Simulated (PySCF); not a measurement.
Run record for `[H]/N=C\C1=NSC=N1`: PBE0/def2-SVPD, TDA, 25 singlets.

Method: TDA PBE0/def2-SVPD, vertical, gas phase, core orbitals frozen in the response (PySCF 2.14.0, density-fitted response routines). Geometry: GFN2-xTB. A driver script takes a list of jobs; this job's settings line and coordinates (Å) are shown.

Command:
```bash
OMP_NUM_THREADS=1 python probes_run.py task.json out
```

Input:
```
{"job": {"kind": "uv", "xc": "PBE0", "basis": "def2-SVPD", "nstates": 25, "ntriplets": 2, "tda": true}, "charge": 0, "multiplicity": 1}
N      2.217505     0.913796    -0.093332
C      1.598386    -0.165730    -0.266161
C      0.150426    -0.348250    -0.192748
N     -0.675891     0.693224     0.082572
C     -1.894638     0.286396     0.092198
S     -2.016790    -1.412414    -0.245362
N     -0.407038    -1.520888    -0.389179
H      1.613565     1.709768     0.115317
H      2.166557    -1.061523    -0.492807
H     -2.743199     0.910274     0.283374
```

What does the run print?

```
coarse grid: 9928 points
cycle   1  E = -677.6533443228  dE =  1.403e+00  |g| = 4.497e-01  |ddm| = 5.744e+00
cycle   2  E = -677.5588133930  dE =  9.453e-02  |g| = 7.853e-01  |ddm| = 3.100e+00
cycle   3  E = -677.7040725140  dE = -1.453e-01  |g| = 7.139e-02  |ddm| = 2.262e+00
cycle   4  E = -677.7047991577  dE = -7.266e-04  |g| = 4.578e-02  |ddm| = 1.624e-01
cycle   5  E = -677.7051882541  dE = -3.891e-04  |g| = 1.889e-02  |ddm| = 8.604e-02
cycle   6  E = -677.7052683230  dE = -8.007e-05  |g| = 4.840e-03  |ddm| = 3.396e-02
cycle   7  E = -677.7052744300  dE = -6.107e-06  |g| = 1.156e-03  |ddm| = 9.311e-03
final grid: 94464 points
cycle   8  E = -677.7699806155  dE = -1.293e-05  |g| = 9.227e-03  |ddm| = 8.019e-02
cycle   9  E = -677.7699418490  dE =  3.877e-05  |g| = 1.488e-02  |ddm| = 4.676e-02
cycle  10  E = -677.7700015861  dE = -5.974e-05  |g| = 2.271e-03  |ddm| = 3.099e-02
cycle  11  E = -677.7700027954  dE = -1.209e-06  |g| = 4.060e-04  |ddm| = 3.806e-03
cycle  12  E = -677.7700028288  dE = -3.345e-08  |g| = 1.629e-04  |ddm| = 7.486e-04
cycle  13  E = -677.7700028342  dE = -5.379e-09  |g| = 5.958e-05  |ddm| = 3.023e-04
cycle  14  E = -677.7700028350  dE = -8.556e-10  |g| = 2.154e-05  |ddm| = 1.229e-04
converged SCF energy = -677.7700028350

Static polarisability (au): isotropic 72.993, principal 43.994 69.664 105.323

Singlet excitations
state   eV       nm        f      main configurations
  1   4.2876    289.2   0.00284   H->L 0.88, H->L+1 0.11
  2   5.1000    243.1   0.00250   H-2->L 0.82, H->L+1 0.13
  3   5.4614    227.0   0.00036   H->L+1 0.73, H-2->L 0.14, H->L 0.10
  4   5.7449    215.8   0.21324   H-1->L 0.70, H-1->L+1 0.12
  5   5.8738    211.1   0.00312   H-3->L 0.87
  6   6.1340    202.1   0.18839   H-1->L+1 0.68, H-1->L 0.14
  7   6.1357    202.1   0.00360   H-2->L+1 0.90
  8   6.1573    201.4   0.00019   H-1->L+2 0.89
  9   6.5326    189.8   0.04021   H->L+2 0.84
 10   6.8914    179.9   0.09589   H-4->L 0.73, H-1->L+1 0.09
 11   7.0082    176.9   0.00072   H-3->L+1 0.97
 12   7.0603    175.6   0.01514   H-2->L+2 0.76, H-4->L+1 0.09
 13   7.3770    168.1   0.03887   H-5->L 0.51, H-3->L+2 0.28
 14   7.5671    163.8   0.00006   H-4->L+2 0.95
 15   7.6154    162.8   0.10741   H-4->L+1 0.35, H-5->L 0.25, H-3->L+2 0.23
 16   7.6458    162.2   0.04885   H->L+3 0.74, H->L+4 0.12
 17   7.6495    162.1   0.04380   H-1->L+3 0.95
 18   8.0450    154.1   0.00101   H-1->L+4 0.85
 19   8.0497    154.0   0.02528   H->L+4 0.43, H-3->L+2 0.15, H-4->L+1 0.11
 20   8.1625    151.9   0.09184   H->L+4 0.22, H->L+5 0.16, H-4->L+1 0.14
 21   8.2363    150.5   0.00458   H->L+7 0.91
 22   8.3744    148.1   0.09162   H-2->L+3 0.47, H->L+4 0.11, H->L+8 0.10
 23   8.4096    147.4   0.01459   H-5->L+1 0.50, H->L+5 0.25, H-1->L+7 0.11
 24   8.4682    146.4   0.16355   H-2->L+3 0.40, H->L+5 0.21, H-5->L+1 0.13
 25   8.4854    146.1   0.00317   H-6->L 0.48, H-7->L 0.35

Triplet excitations (Tamm-Dancoff, eV): 3.4988 3.6165
```

The SCF starts on a coarse grid where the log names one; the energy can jump when the final grid takes over, and dE then counts from the start density on the new grid. H and L stand for HOMO and LUMO; the number after each pair is its weight.

Which computed singlet has the largest oscillator strength, and what do all of them sum to?

State 4 at 5.74 eV (216 nm), f = 0.213; the 25 states sum to 1.201.

Give the mean polarisability as a volume in Å³, and the ratio of the largest to the smallest principal value.

72.993 au × 0.148185 = 10.82 Å³; 105.323/43.994 = 2.39.

In short: SCF converged in 14 cycles with 171 basis and 677 fitting functions; HOMO -7.86 eV, LUMO -2.09 eV; lowest singlet 4.29 eV; lowest triplet 3.50 eV (Tamm–Dancoff); mean polarisability 73.0 au.

On one thread, Intel Xeon 6975P-C (x86_64), no GPU, on a shared host, this took 13 s and 0.72 GiB of memory at its peak.

Shape of the structure used: `[H]/[N:1]=[CH:2]\[c:3]1[n:4][cH:5][s:6][n:7]1`: N1–C2–C3–N4 0°.

One conformer stands for the species.
